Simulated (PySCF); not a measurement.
Si(H)2(Br)(OMe) (CH5BrOSi), SMILES O(C)[SiH2]Br.

Geometry: PBE0-D3(BJ)/def2-SVP. The values are those of a single conformer.

These are TDA-PBE/def2-SVPD run with PySCF values and carry that method's errors.

Vertical excitations. The molecule is in vacuum.

```tsv
state	energy (eV)	λ (nm)	f	main pairs
S1	6.37	195	0.029	HOMO→LUMO 91 %
S2	6.45	192	0.012	HOMO−1→LUMO 85 %
S3	6.54	190	0.002	HOMO→LUMO+1 92 %
S4	6.67	186	0.013	HOMO−1→LUMO+1 58 %, HOMO−2→LUMO 23 %
S5	6.69	185	0.024	HOMO−2→LUMO 71 %, HOMO−1→LUMO+1 19 %
S6	6.97	178	0.027	HOMO−2→LUMO+1 74 %, HOMO−3→LUMO 13 %
S7	7.06	176	0.004	HOMO→LUMO+2 90 %
S8	7.13	174	0.018	HOMO−1→LUMO+2 82 %
S9	7.22	172	0.053	HOMO−3→LUMO 61 %
S10	7.36	168	0.007	HOMO−3→LUMO+1 94 %
T1	6.03	206	0	HOMO→LUMO 93 %
T2	6.13	202	0	HOMO−1→LUMO 92 %
T3	6.31	196	0	HOMO→LUMO+1 70 %, HOMO−2→LUMO 23 %
T4	6.34	196	0	HOMO−2→LUMO 73 %, HOMO→LUMO+1 23 %
```
Triplets are in the Tamm–Dancoff approximation.
